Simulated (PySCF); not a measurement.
Si(H)(Me)(Vi)(NH2), SMILES C=C[SiH](C)N (PBE0/def2-SVP optimised geometry):

```
14

Si     0.125     0.066     0.000
C     -0.522     1.827     0.000
N     -0.376    -0.723     1.463
C     -0.460    -0.812    -1.557
C     -1.197    -1.929    -1.526
H      1.623     0.066     0.000
H     -0.215     2.358    -0.915
H     -0.140     2.385     0.868
H     -1.623     1.841     0.036
H      0.062    -1.590     1.750
H     -1.348    -0.700     1.749
H     -0.195    -0.401    -2.542
H     -1.487    -2.385    -0.572
H     -1.542    -2.439    -2.433
```

Method: PBE0/def2-TZVP (PySCF).

Question: What are the frontier orbital energies and the dipole moment?

Answer: HOMO-2 -8.75 eV, HOMO-1 -7.64 eV, HOMO -7.22 eV, LUMO -0.20 eV, LUMO+1 0.85 eV; dipole moment 1.09 D.

On the same geometry PBE/def2-TZVP (PySCF) gives HOMO-2 -7.34 eV, HOMO-1 -6.51 eV, HOMO -5.81 eV, LUMO -1.20 eV, LUMO+1 0.01 eV; dipole moment 1.05 D.

Meta-Löwdin charges at PBE0/def2-TZVP: Si1 0.89, C2 -0.61, N3 -0.74, C4 -0.38, C5 -0.23, H6 -0.13, H7 0.13, H8 0.13, H9 0.13, H10 0.24, H11 0.23, H12 0.12, H13 0.11, H14 0.12.
